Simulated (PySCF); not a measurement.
C2H4BrClSi, SMILES C=C[SiH](Cl)Br. Atoms are numbered in the order given.

```xyz
9

Si    -0.0964    -0.1882    -0.8311
Cl     0.8374     1.5216    -1.5617
Br     0.6605    -0.6518     1.2243
C     -1.9371     0.1002    -0.7837
C     -2.7026     0.0007     0.3200
H      0.3045    -1.3181    -1.7270
H     -2.4099     0.3764    -1.7455
H     -2.2693    -0.2646     1.2999
H     -3.7904     0.1826     0.2905
```
Charge 0, spin multiplicity 1.

The structure is a stationary point at PBE-D3(BJ)/def2-SVP. Other conformers were not sampled.

Method: TDA-M06-2X/def2-SVPD run with PySCF.

Vertical excitations. Isolated molecule, no solvent.

Give excitation energies, oscillator strengths and character. (An estimate is asked for; the answer gives what the named calculation found.)


```tsv
state	energy (eV)	λ (nm)	f	main pairs
S1	6.36	195	0.003	HOMO−1→LUMO 54 %, HOMO−3→LUMO 24 %
S2	6.86	181	0.010	HOMO−1→LUMO+1 42 %, HOMO−3→LUMO 25 %, HOMO−1→LUMO 14 %
S3	6.87	180	0.020	HOMO−2→LUMO 31 %, HOMO→LUMO 27 %, HOMO−2→LUMO+1 20 %, HOMO→LUMO+1 10 %
S4	7.25	171	0.280	HOMO→LUMO 32 %, HOMO−2→LUMO+1 14 %, HOMO−1→LUMO 13 %, HOMO−1→LUMO+1 12 %
S5	7.30	170	0.011	HOMO→LUMO+1 29 %, HOMO−2→LUMO 20 %, HOMO−2→LUMO+1 15 %, HOMO→LUMO 10 %
S6	7.33	169	0.043	HOMO−1→LUMO+1 23 %, HOMO−3→LUMO 18 %, HOMO−2→LUMO 17 %, HOMO→LUMO 12 %
S7	7.44	167	0.009	HOMO−4→LUMO 40 %, HOMO−3→LUMO 15 %, HOMO→LUMO+1 8 %, HOMO−5→LUMO 7 %
S8	7.58	164	0.106	HOMO−2→LUMO+1 27 %, HOMO→LUMO+1 19 %, HOMO−2→LUMO 14 %, HOMO−3→LUMO+1 6 %
S9	7.78	159	0.043	HOMO−5→LUMO 33 %, HOMO−4→LUMO 27 %, HOMO−3→LUMO+1 5 %
S10	7.95	156	0.005	HOMO−3→LUMO+1 35 %, HOMO−1→LUMO+2 18 %, HOMO−1→LUMO+3 15 %, HOMO→LUMO+2 6 %
T1	4.43	280	0	HOMO→LUMO 70 %, HOMO−2→LUMO 12 %
T2	6.03	206	0	HOMO−1→LUMO 41 %, HOMO−3→LUMO 32 %, HOMO−5→LUMO 12 %
T3	6.46	192	0	HOMO−1→LUMO+1 30 %, HOMO−2→LUMO 14 %, HOMO−2→LUMO+1 12 %, HOMO→LUMO+1 10 %
T4	6.51	190	0	HOMO−1→LUMO+1 26 %, HOMO−2→LUMO+1 20 %, HOMO−2→LUMO 18 %, HOMO−3→LUMO 6 %
```
Triplets are in the Tamm–Dancoff approximation.
